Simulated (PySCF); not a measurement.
[FeBr4]-: what the settings change

The complex [FeBr4]- (charge -1) contains Fe(III), shell d5. The structure is a PBE0-D3(BJ)/def2-SVP geometry optimised for multiplicity 6; coordination tetrahedral, point group Td, metal–donor distances 2.36 Å.

```
5

Fe    0.000    0.000    0.000
Br    1.360    1.360    1.360
Br    1.360   -1.360   -1.360
Br   -1.360   -1.360    1.360
Br   -1.360    1.360   -1.360
```

Method (PySCF 2.14, density fitting): CASSCF(5,5) with orbitals averaged over all microstates of the shell, strongly contracted NEVPT2 on the averaged canonical orbitals; basis x2c-TZVPall on the metal, x2c-SVPall elsewhere; spin-free X2C; IEF-PCM dichloromethane; spin-orbit coupling by state interaction with the mean-field operator over all roots.

Base run: NEVPT2 ground state 6A1, next 4T1 at 21823, then 4T2 at 25962 cm⁻¹, 10Dq(CASSCF) 4792, B(CASSCF) 1048, ζ 332 cm⁻¹, g 2.002 2.002 2.002, μeff(300 K) 5.92 μB.

Q: What happens with the basis x2c-TZVPall on all atoms?

A: NEVPT2 ground state 6A1, next 4T1 at 21832, then 4T2 at 25942 cm⁻¹, 10Dq(CASSCF) 4816, B(CASSCF) 1049, ζ 335 cm⁻¹, g 2.002 2.002 2.002, μeff(300 K) 5.92 μB. It took 58 s against 36 s on a shared host of the same kind.

Q: What happens with orbitals averaged over the highest spin alone?

A: NEVPT2 ground state 6A1, next 4T1 at 25299, then 4T2 at 28293 cm⁻¹, 10Dq(CASSCF) 4645, B(CASSCF) 1165, ζ 396 cm⁻¹, g 2.002 2.002 2.002, μeff(300 K) 5.92 μB.

No frequencies were computed for the optimised geometry. Charge-transfer states lie outside this active space and may come lower than some of these levels. NEVPT2 on the d shell alone tends to put d–d bands too high for such charged or covalently bound ions.
